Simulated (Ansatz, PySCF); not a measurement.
Process, species as SMILES: C[C]O -> C[C]O as doublet, charge +1 + e-
Structures are relaxed separately at B3LYP-D3(BJ)/def2-TZVP in Ansatz (a quantum-chemistry and plane-wave program), one conformer each, not searched for the lowest. Unstable Hartree-Fock reference: C[C]O.

Property: adiabatic ionisation energy (0 K, with B3LYP-D3(BJ) harmonic zero-point energies from PySCF), in eV. Cores are frozen in the correlated levels unless marked. Open shells are spin-unrestricted. No spin-orbit coupling. No relativistic terms. Basis-set limits of correlation are two-point, X^-3; Hartree-Fock from the larger set. [CCSD(T)-MP2]/basis is that difference in the basis named.

RI-MP2/CBS(cc-pVTZ,cc-pVQZ)+[CCSD(T)-MP2]/cc-pVTZ (Ansatz) gives 8.24 eV.

**Question.** Another calculation gave 8.06 eV. Which level was it?
A. BP86/def2-TZVPD (PySCF)
B. PBE0/def2-TZVPD (Ansatz)
C. r2SCAN0/def2-TZVPD (Ansatz)
D. HF/def2-TZVPD (PySCF)

**Answer.** A, BP86/def2-TZVPD (PySCF). The others give 7.89 (PBE0), 7.78 (r2SCAN0), 6.88 (HF) eV.
